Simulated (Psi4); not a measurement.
Psi4 input (wB97X-D/6-31G*):

```
memory 1500 MB

molecule {
0 2
C     1.52643400   -0.85640200    0.29538500
Si   -0.02776100   -0.05656500   -0.41948800
N    -1.50890500   -0.68804500    0.19186900
N     0.01886600    1.59440100    0.10661900
H     1.53674000   -0.73628500    1.38312400
H     2.43156000   -0.40569000   -0.11746600
H     1.54768400   -1.92276200    0.06737800
H    -2.04538800   -1.39369000   -0.28162100
H    -2.00581400   -0.26061900    0.95852000
H    -0.70930100    2.23293200   -0.17604900
H     0.90485200    2.07194400    0.17721800
symmetry c1
no_reorient
no_com
}

set {
  basis 6-31G*
  reference uks
  scf_type pk
  dft_radial_points 99
  dft_spherical_points 590
  e_convergence 1e-8
  d_convergence 1e-7
  maxiter 150
}

e = energy('wb97x-d')
print_out(f'\nFINAL {e:.10f} DIPOLE {variable("CURRENT DIPOLE")[0]:.6f} {variable("CURRENT DIPOLE")[1]:.6f} {variable("CURRENT DIPOLE")[2]:.6f}\n')
```

From the output:

```
      27A      0.244566    28A      0.257612    29A      0.263793
      30A      0.272766    31A      0.301413    32A      0.376524
      33A      0.420118    34A      0.468873    35A      0.486827
      36A      0.565913    37A      0.644236    38A      0.684424
      39A      0.756693    40A      0.796793    41A      0.828471
      42A      0.847066    43A      0.884717    44A      0.902960
      45A      0.953580    46A      0.986890    47A      0.990791
      48A      1.019593    49A      1.025767    50A      1.033229
      51A      1.036073    52A      1.054775    53A      1.110896
      54A      1.132865    55A      1.156417    56A      1.173701
      57A      1.238207    58A      1.303623    59A      1.367061
      60A      1.772135    61A      1.784961    62A      1.823308
      63A      1.878072    64A      1.935380    65A      1.989535
      66A      2.243541    67A      2.251527    68A      2.284208
      69A      2.374116    70A      2.378296    71A      2.427607
      72A      2.505105    73A      2.542127    74A      2.556234
      75A      3.150943    76A      3.814814    77A      3.840213
      78A      4.300284

    Final Occupation by Irrep:
              A
    DOCC [    20 ]
    SOCC [     1 ]
    NA   [    21 ]
    NB   [    20 ]

  @UKS Final Energy:  -441.25178077768885

   => Energetics <=

    Nuclear Repulsion Energy =            171.0837676459119621
    One-Electron Energy =                -946.3260753130347211
    Two-Electron Energy =                 364.1549187500507401
    DFT Exchange-Correlation Energy =     -30.1611893705520906
    Empirical Dispersion Energy =          -0.0032024900647017
    VV10 Nonlocal Energy =                  0.0000000000000000
    Total Energy =                       -441.2517807776888503

  UHF NO Occupations:
  HONO-2 :   19  A 1.9998025
  HONO-1 :   20  A 1.9993831
  HONO-0 :   21  A 1.0000000
  LUNO+0 :   22  A 0.0006169
  LUNO+1 :   23  A 0.0001975
  LUNO+2 :   24  A 0.0000888
  LUNO+3 :   25  A 0.0000326

Computation Completed

Properties will be evaluated at   0.000000,   0.000000,   0.000000 [a0]

Properties computed using the SCF density matrix

 Multipole Moments:

 ------------------------------------------------------------------------------------
     Multipole            Electronic (a.u.)      Nuclear  (a.u.)        Total (a.u.)
 ------------------------------------------------------------------------------------

 L = 1.  Multiply by 2.5417464519 to convert [e a0] to [Debye]
 Dipole X            :         -0.2413942            0.0000189           -0.2413754
 Dipole Y            :          0.3288721           -0.0000000            0.3288721
 Dipole Z            :          0.1169799           -0.0000038            0.1169762
 Magnitude           :                                                    0.4243847

 ------------------------------------------------------------------------------------

FINAL -441.2517807777 DIPOLE -0.241375 0.328872 0.116976

*** Psi4 exiting successfully. Buy a developer a beer!
```

The geometry given is a B3LYP-D3(BJ)/def2-TZVP minimum.
